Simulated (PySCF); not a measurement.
PySCF input for 4H-1,3,5-dioxazine (C₃H₅NO₂), SMILES C1=NCOCO1, SMD-B3LYP/def2-SVP. Geometry: ωB97X-D3(BJ)/def2-SVP. One conformer was computed; it need not be the lowest.

```python
import numpy as np
from pyscf import gto, scf, dft
from pyscf.solvent import smd

mol = gto.M(
    atom='''
    C     1.32118700   -0.10355137    0.21664105
    N     0.89863870    1.07777211    0.05730356
    C    -0.49744836    1.25667891   -0.24381829
    O    -1.16241295    0.05387282   -0.60140672
    C    -0.81996140   -0.96415601    0.26910222
    O     0.57651272   -1.23209749    0.22420653
    H     2.38565937   -0.32109268    0.37531355
    H    -0.59838412    1.92629329   -1.11041975
    H    -0.99716010    1.73243683    0.62335088
    H    -1.33390748   -1.88323694   -0.03964134
    H    -1.08214009   -0.70683690    1.31632321
    ''',
    basis='def2-SVP',
    charge=0,
    spin=0,
    max_memory=1600,
    verbose=3,
)
mf = dft.RKS(mol, xc='b3lyp').density_fit(auxbasis='def2-universal-jkfit')
mf.grids.level = 3
mf.conv_tol = 1e-9
mf.max_cycle = 100
mf.kernel()
res = {}
for name in ['water', 'chloroform', 'acetonitrile']:
    s = mf.SMD()
    s.with_solvent.solvent, s.with_solvent.sasa_ng = name, 194
    s.kernel(mf.make_rdm1())
    res[name] = (s.e_tot, s.with_solvent.get_cds(), s.dip_moment(), s.mo_energy, s.converged)
    print(f'SMD {name}: dG(solv) = {(s.e_tot - mf.e_tot) * 627.509474:.3f} kcal/mol, of which CDS {res[name][1] * 627.509474:.3f}')
```

Output:

```
converged SCF energy = -322.252470416313
converged SCF energy = -322.264234615159
Dipole moment(X, Y, Z, Debye): -1.10049, -0.69972,  1.34798
SMD water: dG(solv) = -7.382 kcal/mol, of which CDS 0.266
converged SCF energy = -322.258586994651
Dipole moment(X, Y, Z, Debye): -1.05728, -0.71572,  1.15107
SMD chloroform: dG(solv) = -3.838 kcal/mol, of which CDS 0.467
converged SCF energy = -322.260258904859
Dipole moment(X, Y, Z, Debye): -1.13472, -0.78362,  1.23233
SMD acetonitrile: dG(solv) = -4.887 kcal/mol, of which CDS 0.664
```

Self-consistency was reached.
